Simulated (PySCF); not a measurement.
# Spectroscopy problems

PySCF 2.14 calculation with NMR shieldings at PBE0/pcSseg-1/GIAO and geometry: GFN2-xTB; non-relativistic Hamiltonian, rapidly exchanging positions averaged, one computed conformer, isolated molecule.

Shifts are taken against calculated references (same method and geometry level): 1H (σ = 31.72 ppm), 13C (σ = 186.93 ppm) against TMS. Splittings of carbon signals by F and P are missing where no couplings were computed. Where no couplings were computed, multiplicities follow the n + 1 count of equivalent neighbours, and m marks all less simple cases (inequivalent or close neighbours, rings, F or P nearby). Shifts are as computed. Against solution values, carbons near 30 ppm lie about +3 ppm off and those near 130 ppm about +5 ppm. Of 1211 compounds with measured shifts, 218 miss one by over three times the rms of a fit or turn the order of signals round; such compounds aren't used in these exercises.

Task: C5H7F2N. 1H NMR (300 MHz, computed): δ 6.78 (m, 1H), 6.47 (m, 1H), 6.34 (m, 1H), 6.32 (m, 1H), 3.69 (s, 3H). 13C{1H} NMR (computed): δ 168.2 (C), 138.0 (CH2), 126.4 (CH), 126.3 (CH), 38.9 (CH3). Identify the compound.

Result: SMILES C(/C=C)(=N/C)C(F)F. Rings plus π bonds: 2 (no ring in the answer). 5 carbon signals for 5 carbons: no two carbons are equivalent. Carbon types of the structure: 1 × C, 2 × CH, 1 × CH2, 1 × CH3, which accounts for all hydrogens. δC 168.2: C=N carbon. δC 138.0: terminal =CH2 carbon; the olefinic region. δC 126.4: alkene CH; as expected for a trigonal carbon in a double bond. δC 126.3: sp3 CH bonded to 2 F; 2 electronegative neighbours deshield it.

The shifts were computed for this structure.

Task: C7H14FP. 1H NMR (300 MHz, computed): δ 2.89 (m, 2H), 1.33 (m, 9H), 1.30 (t, 3H). 13C{1H} NMR (computed): δ 238.7, 35.9, 35.2, 31.9, 16.7. Give a structure.

Result: `InChI=1S/C7H14FP/c1-5-6(8)9-7(2,3)4/h5H2,1-4H3`. 5 carbon signals for 7 carbons: some carbons are equivalent by symmetry or fast rotation. Carbon types of the structure: 2 × C, 1 × CH2, 4 × CH3, which accounts for all hydrogens. δC 238.7: carbon double-bonded to a heavier main-group atom. δC 35.9: sp3 CH2; saturated and bonded to C and H only. δC 31.9, 16.7: methyl carbon; aliphatic region, no heteroatom directly attached. δH 1.33, 1.30: hydrogen on a methyl carbon.

The shifts were computed for this structure.
